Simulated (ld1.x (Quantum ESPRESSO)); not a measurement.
## Configuration tests for caesium (TM)

* Element: caesium (Cs)
* Generator: ld1.x (Quantum ESPRESSO) 7.5
* Type: norm-conserving Troullier–Martins (Kleinman–Bylander form)
* Functional: Wu–Cohen
* Relativity: scalar-relativistic
* Frozen core: [Kr] 4d10
* Valence charge: 9
* Reference configuration: 5s2 5p6 5d1 6s0 6p0
* Partial waves: 5s (bound): rc 3.00 bohr; 5p (bound): rc 2.70 bohr; 5d (bound): rc 4.20 bohr
* Local potential: all-electron potential smoothed inside 3.55 bohr (lloc = -2)
* Core correction: Bessel-smoothed model core inside 2.80 bohr

Energies are relative to the spin-unpolarised reference configuration 5s2 5p6 5d1 6s0 6p0; without spin polarisation the order of configurations can differ from experiment.

```tsv
valence configuration	charge	ΔE all-electron (eV)	error AE − PS (meV)
5s2 5p6 5d0 6s0 6p0	+1	2.105	+0.6
5s2 5p6 5d0 6s0.5 6p0	+0.5	-0.214	+19
5s2 5p6 5d0.5 6s0.5 6p0	0	-0.801	+13
5s2 5p5 5d0 6s1 6p0	+1	16.275	+105
5s2 5p6 5d0 6s0 6p1	0	-0.325	-12
5s1 5p6 5d0 6s1 6p0	+1	30.127	+28
```

Problem. What are ΔE and the potential's error for 5s2 5p6 5d0 6s1 6p0?

Solution. ΔE = -1.631 eV all-electron; the error (AE − PS) is +24 meV.
